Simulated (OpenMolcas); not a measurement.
A run on Fe4+ with 6 ligands (oxide) in tetragonal octahedral coordination (D4h) at 1.96 Å, the axial distance 1.860 Å. A charge of +1.33 e stands 2.4 Å behind each ligand. Ligand basis ANO-RCC-VDZP.

```json
{
  "Program": "OpenMolcas",
  "Method": "CASSCF",
  "Basis": "ANO-RCC-VTZP [6s5p3d2f1g]",
  "Scalar Hamiltonian": "DKH2, point nucleus",
  "Active space": "4 electrons in 5 orbitals (3d)",
  "State averaging": "2S+1 = 5 even, 5 roots; 2S+1 = 3 even, 45 roots; 2S+1 = 1 even, 50 roots",
  "Spin-orbit coupling": "RASSI with atomic mean-field integrals over the reference wave functions"
}
```

143 basis functions. Blocks (2S+1, parity, CSFs, roots kept): 5, even, 5, 5; 3, even, 45, 45; 1, even, 50, 50.

Problem. How long do the RASSCF and RASSI steps take on 1 thread of Arm Neoverse V1, on a shared host?

Solution. About 87 s of wall time, without the integral step.
